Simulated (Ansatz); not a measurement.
The cluster Rb₂Br⁺. Total charge 1; triplet. Geometry PBE0-D4/def2-TZVP, that of the neutral doublet.

```xyz
3

Rb    2.118    0.289    0.929
Rb   -1.246    0.551   -1.892
Br   -0.872   -0.839    0.963
```

In the def2 sets Rb takes a core potential; there is no spin–orbit coupling. At PBE0-D4/def2-TZVP a singlet of charge 1 lies 5.17 eV below the triplet, each at its own geometry. The structure comes from a short search, and lower isomers may exist.

(1) Estimate the α-spin orbital energies around the gap (eV) in Ansatz with PBE-D4/def2-TZVP, r2SCAN-D4/def2-TZVP, PBE0-D4/def2-TZVP.

Answers

(1) 
```tsv
orbital	PBE-D4/def2-TZVP	r2SCAN-D4/def2-TZVP	PBE0-D4/def2-TZVP
HOMO−5	-19.82	-20.33	-21.52
HOMO−4	-19.77	-20.28	-21.47
HOMO−3	-13.73	-14.32	-15.22
HOMO−2	-12.63	-13.01	-14.01
HOMO−1	-12.57	-12.93	-13.96
HOMO	-5.90	-5.77	-6.28
LUMO	-4.69	-4.29	-4.18
LUMO+1	-4.21	-4.10	-3.75
LUMO+2	-4.03	-3.70	-3.55
LUMO+3	-3.48	-3.03	-2.99
LUMO+4	-3.15	-2.80	-2.69
LUMO+5	-2.99	-2.50	-2.55
β HOMO	-12.17	-12.52	-13.50
β LUMO	-11.85	-11.53	-10.58
```
